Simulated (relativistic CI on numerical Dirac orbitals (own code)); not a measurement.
Computed by Dirac-Coulomb-Breit CI, KLI orbitals optimised for each configuration, model QED (radiative potential, 1s self-energy scaled to tabulated hydrogen-like ionisation energies), unscaled Slater integrals (own radial code, finite nucleus).

The strongest absorption lines from the ground level of an ion, among the configurations computed and to levels below about 881 eV (vacuum wavelength in nm, gf): 2.1546 (0.17), 2.3944 (0.49), 5.8322 (3.2), 7.6028 (1.1), 9.4510 (0.0026).

Problem. Which ion is it?
A. Tb29+
B. Er32+
C. Er30+
D. Sm26+

Solution. B. Er32+ has 36 electrons and the ground level 4s²4p⁶ ¹S0; the strongest line goes to 4s²4p⁵4d ¹P°1. The pattern of lines fixes the number of electrons, and along that sequence the line energies rise steadily with the charge (about as its square where n changes within one kind of shell, about linearly where n is kept but much faster in heavy ions where fine structure, which grows about as Z⁴, sets the gap, and irregularly where shells cross), which fixes Z. Configurations outside the model, such as inner-shell arrays, can give stronger lines. At this charge energies of transitions that change n are usually good to better than 1 %, and those within a shell (Δn = 0) to a few per cent.

LS names give the leading component of a level, which can be under half, so a name can repeat, a term be missing and a line seem to break the LS rules.
